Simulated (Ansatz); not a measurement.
Basis-set extrapolation for CH5BSSi, SMILES `BC([SiH3])=S` (PBE0-D4/def2-TZVP geometry, frozen core, Ansatz). Multiplicity 1, RHF reference.

```
                      def2-TZVPP   def2-QZVPP
                 HF  -751.917205  -751.940344
    MP2 correlation    -0.564026    -0.604387
CCSD(T) correlation    -0.643672      not run
```

Energies in hartree. Use E(X) = E(∞) + A·exp(−7.88·√X) for Hartree–Fock and E(X) = E(∞) + B·X^(−2.97) for correlation, with X = 3 and 4, and add CCSD(T) minus MP2 of the smaller set to the MP2 limit.

Task: What is the CCSD(T) energy at the basis-set limit?

Result: HF limit: -751.940344 + (-0.023139) × 0.13774 = -751.94353. MP2 limit: -0.604387 + (-0.040361) × 0.74074 = -0.63428. Higher-order term: -0.643672 − (-0.564026) = -0.07965. Total: -752.65746 hartree, 60.6 kcal/mol below CCSD(T)/def2-TZVPP.
